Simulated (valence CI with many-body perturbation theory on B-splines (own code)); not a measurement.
# Cr III: E2, M1 decay

Calculated by configuration interaction combined with many-body perturbation theory (CI+MBPT): four valence electrons over a frozen Dirac-Fock core [Ar], radial functions for each j: 9 s, 9 p, 10 d, 8 f, 5 g, 3 h, 1 i, with the one-electron correlation potential Σ1 (screened to all orders), the two-electron term Σ2, the three-electron term Σ3, Breit, model QED; selected single and double excitations, second order for the rest, scaled by the run's own slope (own B-spline code, finite nucleus).

Against 62 measured levels this calculation errs by 1343 cm⁻¹ on average and by 3236 at most. Among the levels kept, up to 480 cm⁻¹ of a level comes from second order outside the variational space, and about a tenth of that is noise between levels of different J, which matters for small intervals. Only levels of the ground parity were solved; by the run's estimate the other parity begins above the list, which can be wrong where configurations are misplaced.

Lines 1 to 50 of 109 in falling wavelength, among levels below 74485 cm⁻¹, chosen from the decays that carry over 1 % of a level's rate. Wavelengths and rates use the calculated energies, so an error of 1000 cm⁻¹ moves a line at 2261 nm by 23 % and its rate by three times that or more. Electric multipoles are in the length gauge, E1 and E2 with the static RPA response of the core. Weak lines are less certain than strong ones. Lines between different terms over intervals too small for the method are left out, as are lines whose strength nearly cancels and 11 of this kind that miss the measured wavelength by over 7 %. Branching is blank where the lifetime is uncertain.

Letters in brackets count levels of one name in rising energy.

```
λ vac (nm)  λ from measured levels         Upper         Lower  Type   A (s⁻¹)  Branch %
 1.550e+05               1.607e+05      3d4 5D_1      3d4 5D_0    M1  1.45e-05     100.0
     83600                   82690      3d4 5D_2      3d4 5D_1    M1  9.73e-05     100.0
     82790                   81160      3d4 3H_5      3d4 3H_4    M1  4.67e-05      98.4
     76060                   74780      3d4 3H_6      3d4 3H_5    M1  5.10e-05      94.9
     58380                   57670      3d4 5D_3      3d4 5D_2    M1  2.33e-04     100.0
     46450                   45550      3d4 5D_4      3d4 5D_3    M1  2.70e-04     100.0
     14930                   14650  3d4 3P_2 [a]  3d4 3P_1 [a]    M1  4.08e-03       3.6
      2261                    2414  3d4 1G_4 [a]      3d4 3G_5    M1  2.89e-03          
      2126                    2255  3d4 1G_4 [a]      3d4 3G_3    M1  4.34e-03          
      1598                    1586  3d4 1D_2 [a]      3d4 3D_1    M1  1.32e-02       7.5
      1582                    1570  3d4 1D_2 [a]      3d4 3D_2    M1  2.60e-03       1.5
      1569                    1556  3d4 1D_2 [a]      3d4 3D_3    M1  1.44e-02       8.1
      1536                    1525  3d4 1G_4 [a]  3d4 3F_4 [a]    M1  4.00e-02          
      1520                    1509  3d4 1G_4 [a]  3d4 3F_3 [a]    M1  2.08e-02          
      1379                    1400      3d4 3D_3  3d4 3F_4 [a]    E2  1.64e-03          
      1356                    1376      3d4 3D_2  3d4 3F_3 [a]    E2  1.19e-03       1.5
      1346                    1364      3d4 3D_2  3d4 3F_2 [a]    M1  1.75e-03       2.2
      1335                    1352      3d4 3D_1  3d4 3F_2 [a]    M1  1.65e-03          
      1335                    1352      3d4 3D_1  3d4 3F_2 [a]    E2  1.46e-03          
      1310                    1270      3d4 3D_3  3d4 3P_2 [a]    M1  8.93e-03          
      1301                    1261      3d4 3D_2  3d4 3P_2 [a]    M1  8.73e-03      10.8
      1290                    1250      3d4 3D_1  3d4 3P_2 [a]    M1  4.85e-03          
      1225                    1179      3d4 1I_6      3d4 3H_6    M1  2.24e-02          
      1206                    1160      3d4 1I_6      3d4 3H_5    M1  1.67e-02          
      1188                    1152      3d4 3D_1  3d4 3P_1 [a]    M1  1.77e-02          
      1135                    1102      3d4 3D_1  3d4 3P_0 [a]    M1  6.85e-03          
     944.8                   980.0      3d4 1S_0  3d4 3P_1 [a]    M1  2.39e-01          
     910.4                   890.9      3d4 1F_3      3d4 3D_2    M1  1.04e-02          
     905.9                   886.6      3d4 1F_3      3d4 3D_3    M1  2.25e-02          
     877.7                   885.7  3d4 3P_2 [b]  3d4 1D_2 [a]    M1  2.67e-02          
     849.0                   842.7      3d4 1F_3  3d4 1G_4 [a]    E2  9.07e-03          
     730.1                   733.1  3d4 1D_2 [a]  3d4 3F_3 [a]    M1  6.78e-02      38.4
     727.4                   729.9  3d4 1D_2 [a]  3d4 3F_2 [a]    M1  3.45e-02      19.5
     713.9                   699.3  3d4 1D_2 [a]  3d4 3P_2 [a]    M1  3.12e-02      17.7
     681.3                   667.4  3d4 1D_2 [a]  3d4 3P_1 [a]    M1  1.09e-02       6.2
     623.4                   598.9      3d4 3H_4      3d4 5D_4    M1  6.84e-05      84.2
     615.1                   591.1      3d4 3H_4      3d4 5D_3    M1  1.27e-05      15.7
     613.7                   589.8      3d4 3H_6      3d4 5D_4    E2  2.76e-06       5.1
     612.1                   619.1      3d4 1F_3      3d4 3G_4    M1  2.66e-02          
     610.6                   586.8      3d4 3H_5      3d4 5D_3    E2  5.11e-07       1.1
     606.7                   613.4      3d4 1F_3      3d4 3G_3    M1  1.82e-02          
     586.8                   598.5  3d4 3P_0 [a]      3d4 5D_1    M1  2.07e-01     100.0
     577.6                   588.7  3d4 3P_1 [a]      3d4 5D_2    M1  1.57e-01      88.7
     575.6                   570.7  3d4 3F_2 [b]      3d4 3D_2    M1  4.00e-02       1.1
     571.6                   582.5  3d4 3P_1 [a]      3d4 5D_0    M1  1.88e-02      10.7
     566.5                   568.4  3d4 3P_2 [b]      3d4 3D_1    E2  4.16e-02          
     564.5                   566.2  3d4 3P_2 [b]      3d4 3D_2    E2  1.66e-01          
     564.5                   566.2  3d4 3P_2 [b]      3d4 3D_2    M1  1.87e-02          
     562.8                   564.5  3d4 3P_2 [b]      3d4 3D_3    E2  2.80e-01          
     562.8                   564.5  3d4 3P_2 [b]      3d4 3D_3    M1  2.04e-02
```
